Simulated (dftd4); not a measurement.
C$_{5}$H$_{12}$Si (SMILES C=C[Si](C)(C)C), singlet, at a GFN2-xTB geometry; dftd4 with D4 for r2scan.

Here is a job for dftd4.
```
$ dftd4 mol.xyz --func r2scan --charge 0 --json dftd4.json --noedisp --grad

# file mol.xyz
18

C      2.09969304    -0.88807633     1.07024251
C      1.47938131     0.16669378     0.56540590
Si    -0.27822790     0.14471539    -0.14823312
C     -0.70932913     1.91047222    -0.72535719
C     -1.51414155    -0.41817328     1.19381653
C     -0.35896631    -1.05961472    -1.62774492
H      3.10234198    -0.84227493     1.46909345
H      1.62846602    -1.85714423     1.10860404
H      2.01189694     1.11072167     0.55795147
H     -1.70950775     1.95608508    -1.14523564
H     -0.01891182     2.25685325    -1.48854468
H     -0.66873842     2.61671776     0.09848447
H     -1.50559261     0.25399108     2.04664380
H     -2.52948007    -0.44910483     0.80955198
H     -1.27089795    -1.41123062     1.55889485
H      0.32384535    -0.76219016    -2.41800042
H     -0.09054437    -2.06777118    -1.32728167
H     -1.35751067    -1.09847816    -2.05307519
```

Write the output that dftd4 gives for this input, abridged.


```
                    ____  _____ _____     ____  _  _
      -------------|  _ \|  ___|_   _|---|  _ \| || |------------
     |             | | | | |_    | | ___ | | | | || |_           |
     |             | |_| |  _|   | ||___|| |_| |__   _|          |
     |             |____/|_|     |_|     |____/   |_|            |
     |             ===================================           |
     |            E. Caldeweyher, S. Ehlert & S. Grimme          |
     |          Mulliken Center for Theoretical Chemistry        |
     |                    University of Bonn                     |
      -----------------------------------------------------------

Rational (Becke-Johnson) damping: r2scan-D4-ATM
---------------------
  s6         1.0000
  s8         0.6019
  s9         1.0000
  a1         0.5156
  a2         5.7734
 alp        16.0000
--------------------

Dispersion energy:      -4.0897443181024E-03 Eh

Gradient norm:           2.0414165238864E-04 Eh/a0
--------------------------------------------------
     #    Z           dE/dx      dE/dy      dE/dz
--------------------------------------------------
     1    6 C     8.079E-05 -3.605E-05  4.167E-05
     2    6 C     5.488E-05  9.887E-06  2.008E-05
     3   14 Si   -1.079E-05  2.361E-06 -4.994E-06
     4    6 C    -2.549E-05  7.850E-05 -2.831E-05
     5    6 C    -6.411E-05 -1.800E-05  5.025E-05
     6    6 C    -1.548E-05 -4.500E-05 -6.866E-05
     7    1 H     2.281E-05 -4.910E-06  1.050E-05
     8    1 H     2.396E-05 -3.444E-06  1.066E-05
     9    1 H     2.099E-05  3.358E-07  8.526E-06
    10    1 H    -4.799E-06  2.069E-05 -6.662E-06
    11    1 H    -7.489E-06  2.158E-05 -7.196E-06
    12    1 H    -6.981E-06  2.130E-05 -8.482E-06
    13    1 H    -1.936E-05 -4.145E-06  1.433E-05
    14    1 H    -1.727E-05 -4.698E-06  1.480E-05
    15    1 H    -1.874E-05 -2.980E-06  1.397E-05
    16    1 H    -5.008E-06 -1.213E-05 -2.067E-05
    17    1 H    -4.660E-06 -1.082E-05 -2.049E-05
    18    1 H    -3.256E-06 -1.247E-05 -1.933E-05
--------------------------------------------------

Virial:
--------------------------------------------------
      component           x          y          z
--------------------------------------------------
          x       1.208E-03 -2.046E-04  2.195E-04
          y      -2.046E-04  8.421E-04 -9.585E-05
          z       2.195E-04 -9.585E-05  9.041E-04
--------------------------------------------------

[Info] Dispersion results written to 'dftd4.txt'
[Info] JSON dump of results written to 'dftd4.json'
```
